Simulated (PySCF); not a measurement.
**Working out the ionisation energy of Pt⁺**

Pt⁺ [Xe] 4f14 5d9 (2D) → Pt²⁺ [Xe] 4f14 5d8 (3F). All numbers are calculated (PySCF 2.14, scalar relativity through the core potential, in def2-TZVP with the def2 core potential (60 electrons) (6s4p3d1f, 40 functions)). Frozen: 5s2 5p6. Energies in hartree (1 hartree = 27.21139 eV):

```csv
part,Pt⁺ (lower),Pt²⁺ (upper)
UHF,-118.119237,-117.497273
MP2 opposite-spin,-0.123356,-0.085850
MP2 same-spin,-0.065608,-0.048382
```

Task: What does Hartree-Fock give?

Result: (-117.497273) − (-118.119237) = 0.621964 hartree = 16.925 eV.

Task: What do MP2 and SCS-MP2 (6/5 opposite-spin, 1/3 same-spin) give?

Result: The opposite-spin parts differ by 1.021 eV and the same-spin parts by 0.469 eV. MP2: 16.925 + (1.021) + (0.469) = 18.415 eV. SCS-MP2: 16.925 + 1.2 × (1.021) + (0.469)/3 = 18.307 eV.

Reference: 18.56 ± 0.12 eV (measured; NIST Atomic Spectra Database, ionization energies), between the lowest levels; spin-orbit coupling is absent from the calculation.

What remains against the reference includes basis incompleteness, the frozen core and correlation beyond second order.
